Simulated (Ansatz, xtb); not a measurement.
## BH2Sb: which of two structures lies lower

Structure X: a singlet given by its coordinates. Structure Y: a triplet given by its coordinates. Both are isolated molecules in the gas phase, relaxed with PBE0-D3(BJ)/def2-SVP.

X (Å):

```xyz
4

B     0.6773    0.0497    0.2888
Sb    1.3154   -1.8075    0.9385
H    -0.5091    0.2844    0.1894
H     1.4886    0.9068    0.0064
```

Close contacts (Å): B1–Sb2 2.07, B1–H3 1.21, B1–H4 1.21.

Y (Å):

```xyz
4

B     0.6666    0.0808    0.2781
Sb    1.3499   -1.9080    0.9737
H    -0.5142    0.3213    0.1765
H     1.4698    0.9394   -0.0052
```

Close contacts (Å): B1–Sb2 2.22, B1–H3 1.21, B1–H4 1.21.

Estimate E(Y) − E(X) at the level CCSD(T)/def2-TZVPP.

Calculated at CCSD(T)/def2-TZVPP: E(Y) − E(X) = −4.1 kcal/mol, so structure Y lies lower.

The same difference at several levels:

| level | geometry | E(Y) − E(X) (kcal/mol) | departure from the last row (kcal/mol) | job, with rough time for the two |
| --- | --- | --- | --- | --- |
| PBE0-D3(BJ)/def2-SVP | PBE0-D3(BJ)/def2-SVP | −5.8 | −1.7 | optimisation, 21 s |
| HF/def2-TZVPP | PBE0-D3(BJ)/def2-SVP | −22.1 | −18.1 | part of the CCSD(T) run |
| MP2/def2-TZVPP | PBE0-D3(BJ)/def2-SVP | −5.7 | −1.6 | part of the CCSD(T) run |
| CCSD(T)/def2-TZVPP | PBE0-D3(BJ)/def2-SVP | −4.1 |  | single point, 43 s |

The levels shown agree on the order. The largest departure from CCSD(T)/def2-TZVPP is that of HF/def2-TZVPP, 18.1 kcal/mol. Levels run at GFN2-xTB geometries aren't shown.

With harmonic frequencies from PBE0-D3(BJ)/def2-SVP (ideal gas, rigid rotor, one conformer each, 298.15 K, 1 atm): the zero-point term adds +0.8 kcal/mol; ΔH is −3.6 and ΔG −3.3 kcal/mol.

The T1 diagnostic of structure X is large, so the coupled-cluster value is less sure. Open shells are spin-unrestricted. The closed-shell singlet above a triplet ground state is poorly described by one determinant. The correlated steps freeze 5 core orbitals; the filled d shell of Sb is correlated, in a basis made for valence electrons. Atoms past krypton carry core potentials in the def2 sets and no spin–orbit term is included. ΔG holds the spin degeneracy. Codes used: Ansatz 0.2.0; the last row on 1 thread of Arm Neoverse V1 on a shared host.
